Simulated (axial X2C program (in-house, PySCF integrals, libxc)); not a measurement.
## PtC along the bond: r2SCAN0, with spin–orbit coupling

All values were computed with an in-house relativistic program for diatomic molecules. Two-component (2c) means X2C with spin–orbit coupling and atomic mean-field two-electron Coulomb and Gaunt terms. Basis: Pt dyall-cv3z [13s14p9d6f4g], C dyall-v3z [7s6p2d1f] (cores contracted in-house); Gaussian nuclei, density fitting, unrestricted open shells. Masses: Pt 194.965 u, C 12.000 u.

State: Ω = 0 (closed shell). Dipoles are positive if C is the positive end.

```json
{"R (Å)": "1.568", "μ (D)": "-1.228", "HOMO (eV)": "-6.95", "LUMO (eV)": "-2.97"}
{"R (Å)": "1.618", "μ (D)": "-1.344", "HOMO (eV)": "-6.98", "LUMO (eV)": "-3.07"}
{"R (Å)": "1.668", "μ (D)": "-1.431", "HOMO (eV)": "-7.00", "LUMO (eV)": "-3.16"}
{"R (Å)": "1.726", "μ (D)": "-1.503", "HOMO (eV)": "-7.01", "LUMO (eV)": "-3.27"}
{"R (Å)": "1.785", "μ (D)": "-1.546", "HOMO (eV)": "-7.01", "LUMO (eV)": "-3.37"}
{"R (Å)": "1.860", "μ (D)": "-1.566", "HOMO (eV)": "-7.00", "LUMO (eV)": "-3.49"}
```

Task: The minimum lies at 1.656 Å. What is the dipole moment there, and its slope?

Result: At r2SCAN0, 2c, with the sign and origin stated: μ = -1.41 D, dμ/dR = -1.62 D/Å.

One determinant describes the state; a PBE0 search over occupations chose it and may have missed a lower one. The closed shell is kept restricted, so the energy runs too high when the bond is stretched far.
